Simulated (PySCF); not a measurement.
## Unknown compound

Molecular formula: C6H13OPSi. Simulated spectra:

1H NMR (300 MHz, computed): δ 4.23 (m, 2H), 2.57 (m, 4H), 1.96 (m, 4H), 0.28 (m, 3H).

13C{1H} NMR (computed): δ 214.4 (C), 46.0 (CH2, 2C), 28.5 (CH2, 2C), -8.3 (CH3).

PySCF 2.14 calculation with σ from GIAO-PBE0/pcSseg-1 and coordinates at the GFN2-xTB level; in vacuum, relativity neglected, a single conformation, equivalent nuclei averaged.

Shifts are taken against calculated references (same method and geometry level): TMS for 1H (31.72 ppm), 13C (186.93 ppm).

Question: Choose the structure that fits.
A. C[SiH2]P1CCC(=O)CC1
B. C=C[Si@H]1CC[P@H](=O)CC1
C. O=C1CCP(C[SiH3])CC1

Answer: A. 

1. 4 carbon signals for 6 carbons: some carbons are equivalent by symmetry or fast rotation.
2. Carbon types of the structure: 1 × C, 4 × CH2, 1 × CH3, leaving 2 H on heteroatoms.
3. δC 214.4: ketone carbonyl carbon; the double bond to the heteroatom, with no lone-pair donor beside it, deshields it most.
4. δC 46.0: sp3 CH2 α to a carbonyl; α to the electron-withdrawing carbonyl group.
5. δC -8.3: methyl carbon bonded to Si; an electropositive neighbour leaves it electron-rich and shielded.
6. δH 2.57: hydrogen on an sp3 CH2 α to a carbonyl; α to C=O.
7. δH 0.28: hydrogen on a methyl carbon bonded to Si; an electropositive neighbour shields it, as in TMS itself.

The others: O=C1CCP(C[SiH3])CC1 has carbons computed at 214.9, 43.0, 38.3, 12.6, with a different DEPT pattern; C=C[Si@H]1CC[P@H](=O)CC1 would give 9 signals for carbon-bound and other non-exchanging H, not 4.

Splittings by 31P in the carbon and heteronuclear signals aren't shown, as no couplings were computed. Shifts are as computed. Against solution values, carbons near 30 ppm lie about +3 ppm off and those near 130 ppm about +5 ppm. Of 1211 compounds with measured shifts, 218 miss one by over three times the rms of a fit or turn the order of signals round; such compounds aren't used in these exercises. Multiplicities follow the n + 1 count of equivalent neighbours, as no J values were calculated; m marks all less simple cases, F and P coupling included.
